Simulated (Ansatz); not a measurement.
Z-matrix (Å, degrees):
```
Ge
N 1 1.807
F 1 1.750 2 110.3
H 1 1.532 2 110.3 3 115.6
H 1 1.531 2 109.4 3 -115.0
Ge 2 1.843 1 125.5 3 73.5
H 2 1.010 1 114.8 3 -80.8
H 6 1.538 2 108.5 1 144.7
H 6 1.535 2 105.8 1 25.5
H 6 1.540 2 111.8 1 -94.7
```

Charge 0, multiplicity 1.

Task: List the PBE/def2-TZVPP orbital energies in eV (the Gaussian-basis code of Ansatz). (An estimate is asked.)

Result: The calculation gave: Occupied: -10805.13, -10804.74, -1338.39, -1338.07, -1191.82, -1191.81, -1191.81, -1191.50, -1191.49, -1191.48, -658.76, -380.48, -163.09, -162.69, -114.57, -114.51, -114.49, -114.15, -114.12, -114.10, -30.75, -30.41, -30.34, -30.30, -30.29, -30.02, -29.96, -29.94, -29.89, -29.89, -27.70, -20.75, -14.20, -13.68, -11.04, -10.04, -9.71, -9.31, -8.67, -8.56, -8.23, -7.90, -6.32. Lowest empty: -0.81, -0.18, -0.06, 0.52, 0.81, 0.93, 1.17, 1.67.
